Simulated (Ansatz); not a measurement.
Gas-phase electronic energies from Ansatz, PBE0-D4/def2-TZVP geometries. CCSD(T)/CBS adds triple-zeta CCSD(T) − MP2 to the extrapolated MP2 energy (def2 sets, frozen cores). Functionals use def2-TZVPP. B3LYP here is the variant with VWN-RPA as its local correlation; programs differ in this. For Br, Zn outer-core shells are correlated without core-valence functions, which leaves a few kJ/mol of doubt a bond. Scalar relativity is left out up to krypton. One conformer a species, not always the lowest.

Consider the redistribution: `[AlH2][Br]` + `[SiH3][O][ZnH]` → `[SiH3][O][AlH][Br]` + `[ZnH2]`.

```json
{"level": "PBE-QIDH", "ΔE (kJ/mol)": "-86.1"}
{"level": "B3LYP", "ΔE (kJ/mol)": "-87.9"}
```

**Question.** What does CCSD(T)/CBS give? (Best estimate.)

**Answer.** Computed: -83.2 kJ/mol. The listed levels differ from it by -2.9, -4.7 kJ/mol.

Largest T1 diagnostic among the species: 0.016.

From BLYP to BHLYP (50 % exact exchange), in def2-TZVPP and without D4, ΔE moves by −5.5 kJ/mol. The D4 term adds −3.9 kJ/mol with B3LYP and −2.3 kJ/mol with PBE0; it sums over pairs of atoms, weighted by their polarisabilities, and B3LYP, whose exchange is more repulsive, gets the larger term. At CCSD(T), def2-SVP lies +9.5 kJ/mol from the extrapolated value and def2-TZVPP −3.4 kJ/mol.
